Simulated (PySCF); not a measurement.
CdCl₂, SMILES [Cl][Cd][Cl].

Geometry: B3LYP-D3(BJ)/def2-TZVP. The isomer is the one that the SMILES or the coordinates give; other isomers of the formula were not compared. The def2 effective core potentials stand for the cores of Cd; spin–orbit coupling is left out.

The numbers are results of PySCF with B3LYP-D3(BJ)/def2-TZVP, not measurements.

Frequencies are harmonic and unscaled.

Modes within 1.5 cm⁻¹ of each other (mostly degenerate sets) share a row, with their intensities summed.

Computed normal modes with their intensities:
```csv
mode,ν (cm⁻¹),IR (km/mol),moving atoms (share of kinetic energy)
1–2,85,21.8,"Cl 61 %, Cd 39 %"
3,318,0.0,Cl 100 %
4,410,63.4,"Cl 61 %, Cd 39 %"
```
